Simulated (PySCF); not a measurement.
Species: C5H9NO.
Z-matrix (Å and degrees, GFN2-xTB geometry), rows numbered from 1:
```
C 
N   1  1.4361
C   2  1.2558  1  120.98
C   3  1.5013  2  127.53  1    -0.16
C   4  1.5237  3  113.10  2   175.47
C   5  1.5013  4  112.71  3   172.75
O   6  1.1977  5  125.69  4    -2.45
H   1  1.0935  2  111.69  3    58.74
H   1  1.0937  2  111.44  3   -61.66
H   1  1.0889  2  107.83  3   178.67
H   3  1.0856  2  115.72  1  -179.75
H   4  1.0949  3  109.18  2    52.80
H   4  1.0955  3  108.86  2   -62.76
H   5  1.0947  4  110.74  3    52.57
H   5  1.0936  4  110.99  3   -65.92
H   6  1.1093  5  113.18  4   177.91
```

Computed with PySCF 2.14.0, density-fitted response routines, TDDFT CAM-B3LYP/def2-SVPD, vertical, gas phase, core orbitals frozen in the response.

Kohn–Sham orbitals with the atoms that hold most of them (Löwdin shares over 4%, at most four atoms; ? is withheld):

| orbital | ε (eV) | atoms |
| --- | --- | --- |
| HOMO-3 | -11.95 | C5 20%, O7 19%, C4 14%, H14 11% |
| HOMO-2 | -9.77 | N2 37%, C3 26%, C1 11%, C4 7% |
| HOMO-1 | -9.29 | ? |
| HOMO | -8.39 | ? |
| LUMO | ? | C6 36%, O7 33%, C5 10%, H16 6% |
| LUMO+1 | 1.03 | N2 30%, C3 30%, C4 8%, H11 6% |
| LUMO+2 | 1.11 | C6 18%, C5 16%, H15 10%, C3 10% |

Q: Give the leading atoms of the HOMO.

A: N2 (bonded to 2 C) 57%; C3 (bonded to C, N and H) 12%; C1 (bonded to N and 3 H) 11%; C4 (bonded to 2 C and 2 H) 7%. By element: nitrogen 57%, carbon 30% or more.

Q: Which atoms hold the HOMO-1, and with what shares?

A: O7 (bonded to C) 59%; C6 (bonded to C, O and H) 16%; C5 (bonded to 2 C and 2 H) 10%; H16 (bonded to C) 9%. By element: oxygen 59%, carbon 26% or more, hydrogen 9% or more.

Q: What is the LUMO energy, and the HOMO–LUMO gap?

A: ε(LUMO) = 0.21 eV; the gap is 8.60 eV (0.3160 hartree).

Q: How does S1 compare with the orbital gap of 8.60 eV?

A: S1 is at 4.39 eV (f = 0.0002), 4.21 eV below the gap, made of HOMO-1→LUMO (90%). Its leading pair isn't HOMO and LUMO; the energies of that pair differ by 9.50 eV. Without the coupling terms of the response equations the lowest excitation would equal the gap.

Q: Give energy, strength and leading configuration of S1, S2 and S3, and follow the Löwdin shares of the leading atoms from the occupied to the empty orbital.

A: 
- S1 (4.39 eV, f 0.0002), HOMO-1→LUMO (90%): O7 59% → 33%, C6 16% → 36%; low, almost dark, from the terminal oxygen into the C=O bond, the pattern of n→π*
- S2 (4.80 eV, f 0.0011), HOMO→LUMO+1 (82%): N2 57% → 30%, C3 12% → 30%
- S3 (6.65 eV, f 0.0010), HOMO→LUMO (80%): N2 57% → at most 6%, C3 12% → at most 6%, C6 at most 7% → 36%, O7 at most 7% → 33%

Löwdin shares depend on the basis, the more so with diffuse functions.

On Arm Neoverse V1, one thread, on a shared host, this took 52 s of wall time.

One conformer stands for the species.
